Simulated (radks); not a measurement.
Results of a calculation; reference values are marked as such.
Question: Mean orbital radii <r> (bohr) of neutral carbon, [He] 2s2 2p2, of relativity; Dirac values are averaged over j with weights 2j + 1. Spin-unpolarised spherical Kohn-Sham, PBEsol, point nucleus unless stated (finite: rms radius 2.4702 fm), a radial shooting solver on a logarithmic mesh with Libxc functionals. A level marked "c x" has the speed of light scaled by that factor and shares open shells by 2j + 1; other Dirac levels either fill j = l - 1/2 first or share by 2j + 1.

shell  non-rel.
1s       0.2715
2s        1.577
2p        1.799

Give the values at the level "Dirac, c x 3".

Answer: 
shell  Dirac, c x 3  change of magnitude (%)
1s           0.2715                    -0.01
2s            1.577                    -0.01
2p            1.799                    0.00
